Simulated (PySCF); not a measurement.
# `C=C1C[Si@H]([SeH])[C@@H]1F`, C₄H₇FSeSi

Molfile (atoms numbered from 1):
```
C4H7FSeSi
     RDKit          3D

 14 14  0  0  0  0  0  0  0  0999 V2000
   -1.5616   -1.3790   -0.6642 C   0  0  0  0  0  0  0  0  0  0  0  0
   -0.7791   -0.4142   -0.2249 C   0  0  0  0  0  0  0  0  0  0  0  0
   -0.4575    0.9197   -0.8599 C   0  0  0  0  0  0  0  0  0  0  0  0
    0.8209    1.2927    0.5244 Si  0  0  2  0  0  4  0  0  0  0  0  0
    3.0281    1.0751    0.0305 Se  0  0  0  0  0  2  0  0  0  0  0  0
    0.0628   -0.4162    1.0302 C   0  0  2  0  0  0  0  0  0  0  0  0
    0.9606   -1.4740    1.0767 F   0  0  0  0  0  0  0  0  0  0  0  0
   -2.1031   -1.2926   -1.5915 H   0  0  0  0  0  0  0  0  0  0  0  0
   -1.6811   -2.2983   -0.1159 H   0  0  0  0  0  0  0  0  0  0  0  0
   -0.0719    0.8133   -1.8736 H   0  0  0  0  0  0  0  0  0  0  0  0
   -1.3260    1.5741   -0.9141 H   0  0  0  0  0  0  0  0  0  0  0  0
    0.5960    2.4278    1.4121 H   0  0  0  0  0  0  0  0  0  0  0  0
    3.0311   -0.3496    0.1957 H   0  0  0  0  0  0  0  0  0  0  0  0
   -0.5197   -0.4794    1.9523 H   0  0  0  0  0  0  0  0  0  0  0  0
  1  2  2  0
  2  3  1  0
  3  4  1  0
  4  5  1  0
  4  6  1  0
  6  7  1  0
  6  2  1  0
  1  8  1  0
  1  9  1  0
  3 10  1  0
  3 11  1  0
  4 12  1  1
  5 13  1  0
  6 14  1  1
M  END
```

Method: TDDFT wB97X-D/def2-SVPD circular dichroism and optical rotation, one conformer, gas phase (PySCF). Geometry: GFN2-xTB.

The molecule is flexible and this is one conformer; a measurement averages over conformers. The calculation is non-relativistic, which matters for the atoms heavier than Zn.

**Question.** Draw the ECD and absorption spectra from the lowest 8 states, each a Gaussian of half-width 0.25 eV at 1/e height.

**Answer.** 
| E (eV) | λ (nm) | Δε (L mol⁻¹ cm⁻¹) | ε (L mol⁻¹ cm⁻¹) |
| --- | --- | --- | --- |
| 4.98 | 249 | -0.10 | 41.9 |
| 5.08 | 244 | -0.42 | 177 |
| 5.18 | 239 | -1.30 | 546 |
| 5.28 | 235 | -2.90 | 1220 |
| 5.38 | 230 | -4.68 | 1980 |
| 5.48 | 226 | -5.41 | 2370 |
| 5.58 | 222 | -4.28 | 2150 |
| 5.68 | 218 | -1.68 | 1680 |
| 5.78 | 215 | +1.28 | 1470 |
| 5.88 | 211 | +3.71 | 1580 |
| 5.98 | 207 | +5.49 | 1760 |
| 6.08 | 204 | +7.21 | 2080 |
| 6.18 | 201 | +8.39 | 3100 |
| 6.28 | 197 | +5.66 | 5520 |
| 6.38 | 194 | -3.50 | 9560 |
| 6.48 | 191 | -12.39 | 14200 |
| 6.58 | 188 | -6.85 | 17300 |
| 6.68 | 186 | +18.67 | 16700 |
| 6.78 | 183 | +51.43 | 13100 |

Δε uses R in velocity form, ε uses f in length form. Only the states computed contribute, so the short-wavelength end is incomplete.
